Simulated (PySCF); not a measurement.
Structure with atom numbers: `[CH2:1]=[C:2]([O:3][CH3:4])[N:5]([GeH3:6])[GeH3:7]`. Hydrogens are named by the atom that carries them. Ha(C1) is cis to O3; Hb(C1) is trans to O3.

Geometry: PBE0-D3(BJ)/def2-SVP; GIAO shifts from PySCF 2.14.0 with density-fitted response routines, gas phase, non-relativistic, averaged over equivalent atoms.

At WP04/pcSseg-1 (222 basis functions, 39 s wall time on 1 thread of an x86-64 server CPU, shared host):
```tsv
atoms	δ (ppm)
C2	169.8
C1	59.1
C4	56.2
O3	116.4
N5	65.0
Ge6/Ge7	-151.2
H(Ge6)/H(Ge7)	4.15
H(C4)	3.38
Ha(C1)	2.87
Hb(C1)	2.69
```

Chemical shifts δ = σref − σ; 13C (σ = 172.44 ppm) and 1H (σ = 31.56 ppm) against TMS; H2O for 17O (σ = 317.54 ppm); 15N (σ = 246.90 ppm) vs NH3; 73Ge (σ = 1276.28 ppm) against GeMe4, all at this level.

Question: Estimate the result of repeating the calculation with PBE0/pcSseg-1.

Answer: 
```
        atoms  δ at PBE0/pcSseg-1  change
           C2               168.3    -1.5
           C1                56.9    -2.2
           C4                54.4    -1.8
           O3               122.5    +6.1
           N5                60.4    -4.6
      Ge6/Ge7              -141.2   +10.0
H(Ge6)/H(Ge7)                4.74   +0.59
        H(C4)                3.51   +0.13
       Ha(C1)                3.04   +0.17
       Hb(C1)                2.88   +0.19
```

δ = σ(ref) − σ, references computed at the same level: 13C (σ = 184.41 ppm), 1H (σ = 31.27 ppm) vs TMS; 17O (σ = 334.56 ppm) against H2O; NH3 for 15N (σ = 265.67 ppm); 73Ge (σ = 1330.28 ppm) vs GeMe4.

The largest change is at Ge6/Ge7 (germanium bonded to N, 3 H). Cost: 222 basis functions, 42 s wall time on 1 thread of an x86-64 server CPU, shared host. The order of the carbon signals is the same at both levels.

Relativistic effects, spin–orbit coupling among them, are left out; they matter for Ge and for the light atoms bonded to it. Experimental scales use liquid or dissolved standards, which lie at an offset from isolated NH3 (liquid NH3: subtract about 20 ppm) and H2O (liquid H2O: subtract about 36 ppm).
